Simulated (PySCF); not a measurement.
BeBrH3Si, SMILES [SiH3][Be][Br].

The structure is a stationary point at ωB97X-D3(BJ)/def2-TZVP.

All values below come from TDA-B3LYP/def2-SVPD (PySCF).

Vertical excitations; the highest root listed may be one member of a degenerate set.  State labels are in the subgroup Cs.

Computed lowest excited states:
| state | symmetry | energy (eV) | λ (nm) | f | main pairs |
|---|---|---|---|---|---|
| S1 | A" | 5.79 | 214 | 0.056 | HOMO→LUMO (degenerate set) |
| S2 | A' | 5.79 | 214 | 0.056 | HOMO→LUMO+1 (degenerate set) |
| S3 | A" | 6.08 | 204 | 0.000 | HOMO−2→LUMO 50 %, HOMO−1→LUMO+1 50 % |
| S4 | A' | 6.13 | 202 | 0.000 | HOMO−1→LUMO, HOMO−2→LUMO+1 (degenerate set) |
| S5 | A" | 6.13 | 202 | 0.000 | HOMO−1→LUMO+1, HOMO−2→LUMO (degenerate set) |
| S6 | A' | 6.87 | 180 | 0.012 | HOMO→LUMO+2 67 %, HOMO−2→LUMO+1 13 %, HOMO−1→LUMO 13 % |
| S7 | A" | 6.97 | 178 | 0.000 | HOMO−3→LUMO 50 %, HOMO−4→LUMO+1 50 % |
| S8 | A' | 7.18 | 173 | 0.015 | HOMO−3→LUMO+1, HOMO−4→LUMO (degenerate set) |
| S9 | A" | 7.18 | 173 | 0.015 | HOMO−4→LUMO+1, HOMO−3→LUMO (degenerate set) |
| S10 | A' | 7.26 | 171 | 0.829 | HOMO−1→LUMO 32 %, HOMO−2→LUMO+1 32 %, HOMO→LUMO+2 26 % |
| T1 | A" | 4.60 | 269 | 0 | HOMO→LUMO (degenerate set) |
| T2 | A' | 4.60 | 269 | 0 | HOMO→LUMO+1 (degenerate set) |
| T3 | A' | 5.72 | 217 | 0 | HOMO−1→LUMO 48 %, HOMO−2→LUMO+1 48 % |
| T4 | A' | 5.88 | 211 | 0 | HOMO−2→LUMO+1 49 %, HOMO−1→LUMO 49 % |
Triplets are in the Tamm–Dancoff approximation.
